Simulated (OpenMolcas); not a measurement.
**What dynamic correlation does to the levels of N+**

- Program: OpenMolcas
- Basis: ANO-RCC-VTZP [4s3p2d1f]
- Scalar Hamiltonian: DKH2, point nucleus
- Active space: 4 electrons in 4 orbitals (2s 2p)
- State averaging: 2S+1 = 3 even, 6 roots; 2S+1 = 1 even, 6 roots; 2S+1 = 5 odd, 1 root; 2S+1 = 3 odd, 9 roots; 2S+1 = 1 odd, 8 roots
- Spin-orbit coupling: state interaction with AMFI integrals over the reference wave functions, term energies averaged over their components

Methods on the same reference wave functions:
A. CASSCF
B. SS-CASPT2, IPEA 0.25 Eh, imaginary shift 0.1 Eh (closed shells correlated: 1s)
C. MS-CASPT2, IPEA 0.25 Eh, imaginary shift 0.1 Eh (closed shells correlated: 1s)
D. XMS-CASPT2, IPEA 0.25 Eh, imaginary shift 0.1 Eh (closed shells correlated: 1s)

Energies in cm-1 above 2s2 2p2 3P0, the measured ground level; measured values from NIST Handbook of Basic Atomic Spectroscopic Data.

| Level | A | B | C | D | Measured |
| --- | --- | --- | --- | --- | --- |
| 2s2 2p2 3P0 | 0.0 | 0.0 | 0.0 | 0.0 | 0.0 |
| 2s2 2p2 3P1 | 44.1 | 44.1 | 44.3 | 44.2 | 48.7 |
| 2s2 2p2 3P2 | 131 | 131 | 132 | 131 | 131 |
| 2s2 2p2 1D2 | 17523 | 15350 | 15370 | 16700 | 15316 |
| 2s2 2p2 1S0 | 30700 | 31890 | 31910 | 33700 | 32689 |
| 2s 2p3 5S* 2 | 35590 | 43810 | 43830 | 45640 | 46785 |
| 2s 2p3 3D* 2 | 95680 | 90120 | 90140 | 91830 | 92250 |
| 2s 2p3 3D* 1 | 95680 | 90120 | 90140 | 91830 | 92251 |
| 2s 2p3 3D* 3 | 95680 | 90120 | 90150 | 91830 | 92236 |
| 2s 2p3 3P* 0 | 113096 | 108690 | 108710 | 110260 | 109223 |
| 2s 2p3 3P* 1 | 113096 | 108690 | 108710 | 110260 | 109216 |
| 2s 2p3 3P* 2 | 113097 | 108690 | 108710 | 110260 | 109217 |
| 2s 2p3 1D* 2 | 160602 | 146510 | 146530 | 148020 | 144188 |
| 2s 2p3 3S* 1 | 167832 | 157850 | 157870 | 158490 | 155127 |
| 2s 2p3 1P* 1 | 177629 | 164800 | 164820 | 165940 | 166766 |

Deviations, from unrounded energies. A percentage is the sum of absolute deviations over the sum of measured energies, with the sign that they share, or ± where signs differ.

```tsv
Against measurement	Levels	A	B	C	D
mean absolute deviation (cm-1)	14	5500	1300	1300	1100
fine structure of the ground term (%)	2	±2.6	±2.6	±2.9	±2.8
other terms of the ground configuration (%)	2	±8.7	±1.7	±1.7	+5.0
other configurations (%)	10	±6.5	±1.6	±1.6	±1.2
```

D lies closest to measurement on these levels and A furthest from it. The largest miss of D in the table is 2s 2p3 1D* 2, by +3800 cm-1. The ranking rests on the paired levels alone, and a cruder setting can come out closer through cancelling errors.

Among B to D the level of the table that moves most is 2s 2p3 5S* 2, by 1800 cm-1 (lowest in B, highest in D). Moves below CASPT2's spread within the term are not significant.

The mean deviations of B to D differ by less than CASPT2's widest spread within a term (1100 cm-1), so their order carries little weight.

From A to B the spin-free energies of the other terms of 2s2 2p2 shown, above 3P, scale by factors of 0.88 to 1.04.

The lowest spin-free term lies below A's lowest term by 0.076 hartree in B, 0.076 hartree in C, 0.084 hartree in D.

CASPT2 does not keep the components of a term degenerate, so their means are used; among the terms shown or strongly mixed into the levels shown the widest spread is 1100 cm-1 (2s 2p3 3D*, D). Over all roots computed the reference weight is 0.92 to 0.99 in D; the roots of lowest weight are the least certain, and an intruder state may touch them. Without dynamic correlation excited terms often stand tens of per cent too high (terms of higher spin than the ground term too low), and those without a measured partner can miss by more than the paired ones (holds for A). Computed and measured levels are paired by configuration, term and J; levels that our copy of the source lacks, or whose pairing is in doubt (as where it misses far off the trend of its configuration), stay unpaired and out of the deviations. Only configurations of the active space appear. The table leaves out levels that lie high or whose names do not pair safely across all columns.

* marks odd parity.
